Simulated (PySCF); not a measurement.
Si(CF3)(Cl)2(H) (CHCl₂F₃Si), SMILES FC([SiH](Cl)Cl)(F)F.

Coordinates come from a ωB97X-D3(BJ)/def2-SVP optimisation.

Method: PBE/def2-TZVP (PySCF).

### Question
Estimate the frontier levels, gap, dipole moment and polarisability. (The exact figures need the calculation; the answer reports its results.)

### Answer

```json
{
 "highest_occupied_level": "-7.93 eV",
 "lowest_empty_level": "-1.32 eV",
 "orbital_gap": "6.61 eV",
 "dipole_moment": "1.30 D",
 "quadrupole, principal values (traceless, Buckingham form, about the centre of nuclear charge)": "-2.31, -0.05, 2.36 D·Å",
 "mean_static_polarisability": "62.4 bohr³ (9.25 Å³)",
 "polarisability_principal_values": "54.0, 63.1, 70.3 bohr³"
}
```
